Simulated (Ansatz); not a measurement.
CHBFN (SMILES FB1C=N1), singlet: a single point displaced at random from a GFN2-xTB minimum.

Input (in.yaml):

```yaml
crystal:
  periodic: [false, false, false]
  atoms:
    - {symbol: F, position_ang: [0.146500, -1.493000, 1.592300]}
    - {symbol: B, position_ang: [0.053300, -0.537300, 0.498800]}
    - {symbol: C, position_ang: [0.191000, 0.495600, -0.368100]}
    - {symbol: N, position_ang: [-0.748200, -0.175700, -0.687100]}
    - {symbol: H, position_ang: [0.527400, 1.501900, -0.894900]}
basis:
  gaussian: {orbitals: def2-TZVPP}
hamiltonian: {xc: {name: CAM-B3LYP}, dispersion: d4}
output: {forces: true}
```

An equivalent command:

```bash
ansatz run in.yaml --threads 4 --pin off --events-out ev --progress --plain
```

What Ansatz 0.2.0 printed:

```
Functional definition: CAM-B3LYP
  name "CAM-B3LYP"
  cite "Yanai, Tew & Handy, Chem. Phys. Lett. 393, 51 (2004) doi:10.1016/j.cplett.2004.06.011"
  cite "Iikura, Tsuneda, Yanai & Hirao, J. Chem. Phys. 115, 3540 (2001) doi:10.1063/1.1383587"
  cite "Becke, Phys. Rev. A 38, 3098 (1988) doi:10.1103/PhysRevA.38.3098"
  cite "Lee, Yang & Parr, Phys. Rev. B 37, 785 (1988) doi:10.1103/PhysRevB.37.785"
  cite "Vosko, Wilk & Nusair, Can. J. Phys. 58, 1200 (1980) doi:10.1139/p80-159"
  parameter alpha = 0.19
  parameter beta = 0.46
  parameter omega = 0.33/bohr
  parameter ac = 0.81
  # Exact exchange under (alpha + beta erf(omega r))/r, Becke's under what is left of 1/r.
  exchange = (1 - alpha - beta)*b88_x + beta*b88_x_sr(omega) + alpha*exact_x + beta*exact_x_lr(omega)
  correlation = (1 - ac)*vwn5_c + ac*lyp_c
719 factors; their error is unknown
177 factors; integrals over basis functions are off by at most 1.1e-5 eV
mean field evaluation 1: about -5930.3233 eV, gradient 5.2e1 eV
mean field evaluation 2: about -5929.1165 eV, gradient 5.8e1 eV
mean field evaluation 4: about -5935.2788 eV, gradient 2.5e0 eV
mean field evaluation 8: about -5935.2922 eV, gradient 9.0e-2 eV
mean field evaluation 16: about -5935.2994 eV, gradient 2.5e-5 eV
mean field -5935.29938332 eV, -218.1182292466 hartree, gradient 2.5e-5 eV, S^2 0.000000; 0 other end points of the search recorded, 0 dependent functions left out
the calculation of the forces begins
reference -5935.29948598 eV, -218.1182330191 hartree; 14, 14 occupied and 124, 124 virtual orbitals, 719 factors
Total energy: -5935.35411805 eV, -218.1202407107 hartree
Atom 0 at     0.146500    -1.493000     1.592300 Å, force    -0.230097     3.072755    -3.512236 eV/Å
Atom 1 at     0.053300    -0.537300     0.498800 Å, force    -1.448416    -5.506329     4.076795 eV/Å
Atom 2 at     0.191000     0.495600    -0.368100 Å, force     6.698185     9.687846    -1.878415 eV/Å
Atom 3 at    -0.748200    -0.175700    -0.687100 Å, force    -4.771032    -5.272092     0.071081 eV/Å
Atom 4 at     0.527400     1.501900    -0.894900 Å, force    -0.248641    -1.982180     1.242775 eV/Å
Dipole moment:     0.252961     0.341982    -0.082344 e Å
```

The lines “mean field evaluation” count trial sets of orbitals through the whole run, from several starts and some on an approximate energy, so they need not fall steadily or lie above the final value.

Hardware: 4 CPU threads, shared host. Wall time about 0.9 s.
